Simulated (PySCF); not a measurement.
## Correlation energy of B (boron, neutral)

[He] 2s2 3d1, 2D determinant (an excited configuration). All numbers are calculated (PySCF 2.14, the spin-free X2C one-electron Hamiltonian (Gaussian nucleus), in x2c-TZVPPall with one added diffuse shell each of s, p, d type (6s4p3d1f, 40 functions)). Frozen: nothing; 5 electrons correlated.

```tsv
level	correlation energy (mhartree)
CCSD	-68.21
(T)	-4.43
CCSD(T)	-72.64
```

Diagnostics: T1 = 0.024, D1 = 0.0678, largest double amplitude 0.321.

The outer electron is Rydberg-like, and this basis confines it to a smaller radius and binds it less than a complete one would. A double-excitation amplitude exceeds 0.15, a sign of near-degeneracy.

Cost of the coupled-cluster step: of the order of 3 core-seconds, for 5 correlated electrons.

This basis was not built for core-valence correlation, so the inner-shell part is incomplete.
